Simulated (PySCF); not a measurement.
BH₃N, SMILES [BH]N (connectivity only; charge and spin as stated), charge +1, multiplicity 1.

Geometry: TPSSh-D3(BJ)/def2-TZVP. The multiplicity is an assumed one; other spin states were not compared. The isomer is the one that the SMILES or the coordinates give; other isomers of the formula were not compared.

Computed with PySCF with PBE/def2-TZVPD.

Symmetry labels are those of the subgroup C2v that the program uses (full group C2v).

Computed valence orbital energies around the gap with their symmetry:
```tsv
orbital	symmetry	energy (eV)
HOMO−6	A1	-388.82
HOMO−5	A1	-186.87
HOMO−4	A1	-29.98
HOMO−3	A1	-21.01
HOMO−2	B2	-20.48
HOMO−1	A1	-18.28
HOMO	B1	-15.54
LUMO	B2	-9.97
LUMO+1	B1	-8.27
LUMO+2	A1	-6.23
LUMO+3	B2	-4.17
```
